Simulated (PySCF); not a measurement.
Nb(NH)(F)(NH2)2 (FH5N3Nb), SMILES [NH]=[Nb]([NH2])([NH2])[F], multiplicity 1. Geometry optimised at B3LYP-D3(BJ)/def2-SVP. The multiplicity is an assumed one; no other spin state was optimised. The structure was generated by enumeration; whether it is a known compound was not checked. The def2 effective core potentials stand for the cores of Nb; spin–orbit coupling is left out. Other conformers were not sampled.

Computed with B3LYP-D3(BJ)/def2-SVP (PySCF 2.14.0).

Harmonic wavenumbers (cm⁻¹): 172, 177, 189, 206, 221, 302, 414, 473, 486, 528, 541, 576, 586, 662, 691, 703, 1006, 1510, 1513, 3524, 3526, 3622, 3627, 3627. Rotational constants (GHz): 3.052, 3.046, 2.696; symmetry number 1.

Q: Work out the zero-point energy and the ideal-gas rigid-rotor harmonic-oscillator thermochemistry at 298.15 K and 1 atm.

A: ZPE = ½ Σ hcν = ½ × 28881 cm⁻¹ = 172.75 kJ/mol. H − E(el) = 196.31 kJ/mol. Entropy in J/(mol K): translation 171.96, rotation 112.77, vibration 75.31, total 360.04. G − E(el) = 88.97 kJ/mol. Cp = 127.51 J/(mol K).
